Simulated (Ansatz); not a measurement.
Reaction (redistribution): `F[Si](Cl)(Cl)O[SiH3]` + `NC(O)(F)O[SiH3]` → `O[Si](Cl)(Cl)O[SiH3]` + `NC(F)(F)O[SiH3]`

Computed with Ansatz on PBE0-D4/def2-TZVP structures; ΔE is electronic, products minus reactants. CCSD(T)/CBS is the MP2 limit (def2-TZVPP, def2-QZVPP) plus CCSD(T) − MP2 in def2-TZVPP, frozen cores. Functionals use def2-TZVPP. B3LYP here is the variant with VWN-RPA as its local correlation; programs differ in this. Each species was taken in one conformer, which may not be the lowest.

```tsv
level	ΔE (kJ/mol)	difference from CCSD(T)/CBS
PBE-D4	33.0	-6.7
r2SCAN-D4	33.5	-6.2
PBE0-D4	33.9	-5.8
B3LYP-D4	33.8	-5.9
ωB97X-V	34.8	-4.9
ωB97M-V	35.0	-4.7
B2PLYP	35.8	-3.9
PBE	32.9	-6.8
r2SCAN	33.5	-6.2
PBE0	33.9	-5.8
B3LYP	33.7	-6.0
HF/def2-TZVPP	34.5	-5.2
MP2/def2-TZVPP	39.3	-0.4
SCS-MP2/def2-TZVPP	39.0	-0.7
CCSD/def2-TZVPP	38.9	-0.8
CCSD(T)/def2-TZVPP	38.9	-0.8
HF/def2-QZVPP	35.4	-4.3
MP2/def2-QZVPP	40.1	0.4
SCS-MP2/def2-QZVPP	39.8	0.1
HF/CBS(def2)	35.5	-4.2
MP2/CBS(def2)	40.1	0.4
CCSD/CBS(def2)	39.7	0.0
CCSD(T)/CBS	39.7	0
```

Largest T1 diagnostic among the species: 0.012.

In def2-TZVPP, CCSD(T) changes the Hartree–Fock value by +4.4 kJ/mol (the triples alone add +0.0 kJ/mol) and MP2 by +4.8 kJ/mol.

CCSD(T)/CBS has its own doubt, a few kJ/mol and more with outer-core shells, so smaller differences from it don't rank the levels.
